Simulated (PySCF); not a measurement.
Tetrasilane, SMILES [SiH3][SiH2][SiH2][SiH3] (H10Si4) (PBE0/def2-SVP optimised geometry):

```
14

Si     0.399     2.263     0.000
Si    -0.396     1.104    -1.881
Si     0.409    -1.104    -1.879
Si    -0.399    -2.263    -0.003
H     -0.084     3.678     0.000
H     -0.078     1.591     1.249
H      1.895     2.263     0.000
H      0.039     1.812    -3.127
H     -1.894     1.080    -1.854
H      1.906    -1.080    -1.841
H     -0.018    -1.812    -3.128
H     -1.895    -2.264    -0.014
H      0.085    -3.678     0.000
H      0.068    -1.591     1.249
```

Method: PBE0/def2-TZVP (PySCF).

### Question
What are the frontier orbital energies and the dipole moment?

### Answer
HOMO-2 -8.89 eV, HOMO-1 -8.29 eV, HOMO -7.89 eV, LUMO -0.36 eV, LUMO+1 -0.32 eV; dipole moment 0.10 D.

On the same geometry PySCF with PBE/def2-TZVP gives HOMO-2 -7.69 eV, HOMO-1 -7.18 eV, HOMO -6.86 eV, LUMO -1.16 eV, LUMO+1 -1.13 eV; dipole moment 0.10 D.

Meta-Löwdin charges at PBE0/def2-TZVP: Si1 0.21, Si2 0.11, Si3 0.11, Si4 0.21, H5 -0.07, H6 -0.07, H7 -0.07, H8 -0.06, H9 -0.06, H10 -0.06, H11 -0.06, H12 -0.07, H13 -0.07, H14 -0.07.
